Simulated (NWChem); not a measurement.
System: BO cation

Here is an NWChem input.

```
start job
memory heap 200 mb stack 900 mb global 1100 mb
charge 1
geometry units angstroms noautosym nocenter noautoz
  B      0.000000     0.000000    -0.725316
  O      0.000000     0.000000     0.461112
end
basis spherical
  B library aug-cc-pvdz
  O library aug-cc-pvdz
end
dft
  xc xcamb88 1.00 lyp 1.0 hfexch 1.00
  cam 0.33 cam_alpha 0.0 cam_beta 1.0
  iterations 150
end
property
  response 1 0.0
end
task dft property
```

Parts of the log:

```
             Northwest Computational Chemistry Package (NWChem) 7.3.0
             --------------------------------------------------------

                             Geometry "geometry" -> ""
                             -------------------------

 Output coordinates in angstroms (scale by  1.889725989 to convert to a.u.)

  No.       Tag          Charge          X              Y              Z
 ---- ---------------- ---------- -------------- -------------- --------------
    1 B                    5.0000     0.00000000     0.00000000    -0.72531600
    2 O                    8.0000     0.00000000     0.00000000     0.46111200

 Effective nuclear repulsion energy (a.u.)      17.8410236104

                              NWChem Property Module
                              ----------------------

                                 NWChem DFT Module
                                 -----------------

 Summary of "ao basis" -> "ao basis" (spherical)
 ------------------------------------------------------------------------------
       Tag                 Description            Shells   Functions and Types
 ---------------- ------------------------------  ------  ---------------------
 B                        aug-cc-pvdz                9       23   4s3p2d
 O                        aug-cc-pvdz                9       23   4s3p2d

            General Information
            -------------------
          SCF calculation type: DFT
          Wavefunction type:  closed shell.
          No. of atoms     :     2
          No. of electrons :    12
           Alpha electrons :     6
            Beta electrons :     6
          Charge           :     1
          Spin multiplicity:     1
          Use of symmetry is: off; symmetry adaption is: off
          Maximum number of iterations: 150
          AO basis - number of functions:    46
                     number of shells:    18
          Convergence on energy requested:  1.00D-06
          Convergence on density requested:  1.00D-05
          Convergence on gradient requested:  5.00D-04

              XC Information
              --------------
                     Hartree-Fock (Exact) Exchange  1.000
                   CAM-Becke88 Exchange Functional  1.000
              Lee-Yang-Parr Correlation Functional  1.000

           Range-Separation Parameters
           ---------------------------
           Alpha           :  0.00
           Beta            :  1.00
           Gamma           :  0.33
           Short-Range HF  :     F

             Grid Information
             ----------------
          Grid used for XC integration:  medium
          Radial quadrature: Mura-Knowles
          Angular quadrature: Lebedev.
          Tag              B.-S. Rad. Rad. Pts. Rad. Cut. Ang. Pts.
          ---              ---------- --------- --------- ---------
          B                   0.85       49          11.0       434
          O                   0.60       49          10.0       434
          Grid pruning is: on
          Number of quadrature shells:    98
          Spatial weights used:  Erf1

      Superposition of Atomic Density Guess
      -------------------------------------

 Sum of atomic energies:         -99.29994745

 Renormalizing density from      13.00 to     12

      Non-variational initial energy
      ------------------------------

 Total energy =     -94.294821
 1-e energy   =    -157.056164
 2-e energy   =      44.920319
 HOMO         =      -1.157208
 LUMO         =      -0.670402

   convergence    iter        energy       DeltaE   RMS-Dens  Diis-err
 ---------------- ----- ----------------- --------- --------- ---------
 d= 0,ls=0.0,diis     1    -98.7094813044 -1.17D+02  6.79D-02  5.49D+00
 d= 0,ls=0.0,diis     2    -94.2161825813  4.49D+00  5.87D-02  3.26D+01
 d= 0,ls=0.0,diis     3    -99.2809799142 -5.06D+00  8.08D-03  2.60D-01
 d= 0,ls=0.0,diis     4    -99.3225557545 -4.16D-02  1.37D-03  8.77D-03
 d= 0,ls=0.0,diis     5    -99.3238568267 -1.30D-03  3.30D-04  2.26D-04
  Resetting Diis
 d= 0,ls=0.0,diis     6    -99.3238922774 -3.55D-05  1.26D-04  9.41D-05
 d= 0,ls=0.0,diis     7    -99.3239016613 -9.38D-06  1.07D-04  1.79D-05
 d= 0,ls=0.0,diis     8    -99.3238981934  3.47D-06  7.02D-05  5.91D-05
 d= 0,ls=0.0,diis     9    -99.3239037880 -5.59D-06  2.96D-05  3.04D-07
 d= 0,ls=0.0,diis    10    -99.3239040056 -2.18D-07  1.15D-05  2.48D-08
 d= 0,ls=0.0,diis    11    -99.3239040291 -2.35D-08  2.02D-06  1.23D-09

         Total DFT energy =      -99.323904029123
      One electron energy =     -166.621055906969
           Coulomb energy =       61.458613449799
    Exchange-Corr. energy =      -12.002485182310
 Nuclear repulsion energy =       17.841023610356

 Numeric. integr. density =       11.999999855910

                       DFT Final Molecular Orbital Analysis
                       ------------------------------------

 Vector    4  Occ=2.000000D+00  E=-8.809020D-01
              MO Center= -5.5D-14,  9.0D-14,  4.5D-01, r^2= 7.8D-01
   Bfn.  Coefficient  Atom+Function         Bfn.  Coefficient  Atom+Function
  ----- ------------  ---------------      ----- ------------  ---------------
    30      0.542620  2 O  pz                26      0.459840  2 O  s
     3     -0.368241  1 B  s                  2     -0.356316  1 B  s
    27      0.261439  2 O  s                 25      0.209351  2 O  s
     7     -0.191477  1 B  pz                33      0.170118  2 O  pz
    10     -0.054551  1 B  pz                36     -0.043362  2 O  pz

 Vector    5  Occ=2.000000D+00  E=-8.291288D-01
              MO Center=  4.3D-13, -5.0D-13,  1.3D-01, r^2= 8.6D-01
   Bfn.  Coefficient  Atom+Function         Bfn.  Coefficient  Atom+Function
  ----- ------------  ---------------      ----- ------------  ---------------
    29      0.435375  2 O  py                28     -0.364847  2 O  px
     6      0.307396  1 B  py                 5     -0.257600  1 B  px
    32      0.215694  2 O  py                31     -0.180753  2 O  px
     9      0.047212  1 B  py                15      0.042855  1 B  d -1
     8     -0.039564  1 B  px                17      0.035912  1 B  d  1

 Vector    6  Occ=2.000000D+00  E=-8.291288D-01
              MO Center= -9.8D-14, -4.8D-14,  1.3D-01, r^2= 8.6D-01
   Bfn.  Coefficient  Atom+Function         Bfn.  Coefficient  Atom+Function
  ----- ------------  ---------------      ----- ------------  ---------------
    28      0.435375  2 O  px                29      0.364847  2 O  py
     5      0.307396  1 B  px                 6      0.257600  1 B  py
    31      0.215694  2 O  px                32      0.180753  2 O  py
     8      0.047212  1 B  px                17     -0.042855  1 B  d  1
     9      0.039564  1 B  py                15      0.035912  1 B  d -1

 Vector    7  Occ=0.000000D+00  E=-5.211844D-01
              MO Center= -4.6D-13,  7.7D-13, -1.1D+00, r^2= 1.2D+00
   Bfn.  Coefficient  Atom+Function         Bfn.  Coefficient  Atom+Function
  ----- ------------  ---------------      ----- ------------  ---------------
     7      0.578680  1 B  pz                 3     -0.349349  1 B  s
     2     -0.296008  1 B  s                 30     -0.239745  2 O  pz
    10      0.151651  1 B  pz                26     -0.121172  2 O  s
    27     -0.106427  2 O  s                 25      0.039930  2 O  s
    44     -0.035412  2 O  d  0               1      0.027813  1 B  s

 Vector    8  Occ=0.000000D+00  E=-2.515599D-01
              MO Center=  2.2D-14,  6.2D-15, -6.7D-01, r^2= 2.0D+00
   Bfn.  Coefficient  Atom+Function         Bfn.  Coefficient  Atom+Function
  ----- ------------  ---------------      ----- ------------  ---------------
     6      0.485722  1 B  py                 5     -0.401312  1 B  px
     9      0.363176  1 B  py                 8     -0.300063  1 B  px
    29     -0.301421  2 O  py                28      0.249039  2 O  px
    32     -0.223964  2 O  py                31      0.185043  2 O  px
    35     -0.090939  2 O  py                20     -0.085150  1 B  d -1

 Vector    9  Occ=0.000000D+00  E=-2.515599D-01
              MO Center= -8.0D-14,  9.7D-14, -6.7D-01, r^2= 2.0D+00
   Bfn.  Coefficient  Atom+Function         Bfn.  Coefficient  Atom+Function
  ----- ------------  ---------------      ----- ------------  ---------------
     5      0.485722  1 B  px                 6      0.401312  1 B  py
     8      0.363176  1 B  px                 9      0.300063  1 B  py
    28     -0.301421  2 O  px                29     -0.249039  2 O  py
    31     -0.223964  2 O  px                32     -0.185043  2 O  py
    34     -0.090939  2 O  px                22      0.085150  1 B  d  1

     Multipole analysis of the density
     ---------------------------------

     L   x y z        total         alpha         beta         nuclear
     -   - - -        -----         -----         ----         -------
     0   0 0 0      1.000000     -6.000000     -6.000000     13.000000

     1   1 0 0     -0.000000     -0.000000     -0.000000      0.000000
     1   0 1 0      0.000000      0.000000      0.000000      0.000000
     1   0 0 1     -2.345505     -1.231633     -1.231633      0.117760

[...]

 DFT Linear Response polarizability / au
 Frequency  =       0.0000000 / au
              X              Y              Z
 -----------------------------------------------
 X      13.4294443     -0.0000000     -0.0000000
 Y      -0.0000000     13.4294443      0.0000000
 Z      -0.0000000      0.0000000     16.3769525
 -----------------------------------------------
 Eigenvalues =      13.4294443     13.4294443     16.3769525
 Isotropic   =      14.4119471
 Anisotropic =       2.9475082
 -----------------------------------------------

 Magnetic Dipole Response Matrix (nonzero elements):

 Exiting AOResponse driver routine
```

Level: LC-BLYP (range parameter 0.33 per bohr)/aug-cc-pVDZ. Coordinates come from a PBE0/def2-SVP optimisation.
